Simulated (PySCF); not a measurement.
Species: C₆H₆F₃P.
SMILES with atom numbers: `[CH3:1][C:2]1=[C:3]([CH3:4])[P:5]1[C:6]([F:7])=[C:8]([F:9])[F:10]` (hydrogens: H11, H12, H13 on C1; H14, H15, H16 on C4)

The same species was optimised twice, with GFN2-xTB and with PBE0-D3(BJ)/def2-SVP (PySCF), and the same property calculations (PySCF, gas phase) were run on both structures.

| coordinate | GFN2-xTB | PBE0-D3(BJ)/def2-SVP | change |
| --- | --- | --- | --- |
| C8–F10 (Å) | 1.327 | 1.308 | -0.019 |
| C8–F9 (Å) | 1.329 | 1.311 | -0.018 |
| C3–P5 (Å) | 1.846 | 1.830 | -0.016 |
| C2–P5 (Å) | 1.846 | 1.830 | -0.016 |
| C6=C8 (Å) | 1.328 | 1.337 | +0.009 |
| P5–C6 (Å) | 1.861 | 1.852 | -0.009 |
| C6–F7 (Å) | 1.350 | 1.342 | -0.008 |
| C3–C4 (Å) | 1.467 | 1.474 | +0.007 |
| C1–C2 (Å) | 1.467 | 1.474 | +0.007 |
| C2=C3 (Å) | 1.308 | 1.309 | +0.001 |
| C4–C3–P5 (°) | 141.8 | 144.3 | +2.5 |
| C1–C2–P5 (°) | 141.7 | 144.2 | +2.5 |
| C2–C3–C4 (°) | 149.0 | 146.6 | -2.4 |
| C6–C8–F10 (°) | 127.4 | 125.1 | -2.3 |
| C1–C2–C3 (°) | 149.0 | 146.8 | -2.2 |
| C3–P5–C6 (°) | 98.4 | 100.4 | +2.0 |
| C2–P5–C6 (°) | 98.4 | 100.4 | +2.0 |
| F7–C6–C8 (°) | 119.0 | 117.5 | -1.5 |
| C3–P5–C6–F7 (°) | -19 | -20 | -1 |

Rotational constants: A = 1924, B = 637.7, C = 633.0 MHz (GFN2-xTB) against A = 1956, B = 629.9, C = 625.3 MHz (PBE0-D3(BJ)/def2-SVP).

On the GFN2-xTB structure: HOMO (eV) -6.87 [PBE0/pcSseg-1]; LUMO (eV) -0.26 [PBE0/pcSseg-1]; dipole (D) 2.92 [PBE0/pcSseg-1]; GIAO shielding of C1/C4 (mean) (ppm) 172.0 [PBE0/pcSseg-1]; GIAO shielding of C2/C3 (mean) (ppm) 61.5 [PBE0/pcSseg-1]; GIAO shielding of P5 (ppm) 549.0 [PBE0/pcSseg-1]; GIAO shielding of C6 (ppm) 46.3 [PBE0/pcSseg-1]; GIAO shielding of F7 (ppm) 371.8 [PBE0/pcSseg-1]; GIAO shielding of C8 (ppm) 15.1 [PBE0/pcSseg-1]; GIAO shielding of F9 (ppm) 301.3 [PBE0/pcSseg-1]; GIAO shielding of F10 (ppm) 255.1 [PBE0/pcSseg-1].

Q: What do these properties become on the PBE0-D3(BJ)/def2-SVP structure?

A: 
```tsv
property	level	on GFN2-xTB	on PBE0-D3(BJ)/def2-SVP	change
HOMO (eV)	PBE0/pcSseg-1	-6.87	-6.84	+0.03
LUMO (eV)	PBE0/pcSseg-1	-0.26	-0.32	-0.06
dipole (D)	PBE0/pcSseg-1	2.92	2.64	-0.28
energy, GFN2-xTB geometry as zero (kcal/mol)	PBE0/pcSseg-1	0.0	-0.9	-0.9
GIAO shielding of C1/C4 (mean) (ppm)	PBE0/pcSseg-1	172.0	170.6	-1.4
GIAO shielding of C2/C3 (mean) (ppm)	PBE0/pcSseg-1	61.5	59.8	-1.7
GIAO shielding of P5 (ppm)	PBE0/pcSseg-1	549.0	540.4	-8.6
GIAO shielding of C6 (ppm)	PBE0/pcSseg-1	46.3	47.0	+0.7
GIAO shielding of F7 (ppm)	PBE0/pcSseg-1	371.8	376.3	+4.5
GIAO shielding of C8 (ppm)	PBE0/pcSseg-1	15.1	15.4	+0.3
GIAO shielding of F9 (ppm)	PBE0/pcSseg-1	301.3	303.0	+1.7
GIAO shielding of F10 (ppm)	PBE0/pcSseg-1	255.1	259.1	+4.0
```

The heavy atoms differ by 0.040 Å rms after alignment. Among bonds between heavy atoms C8–F9 and C8–F10 change most and about equally (-0.019 to -0.018 Å). Changes are differences of the printed values. Neither structure is proved a minimum here.

The values belong to the conformer `[CH3:1][C:2]1=[C:3]([CH3:4])[P:5]1[C:6]([F:7])=[C:8]([F:9])[F:10]`: C3–P5–C6–F7 -20°.
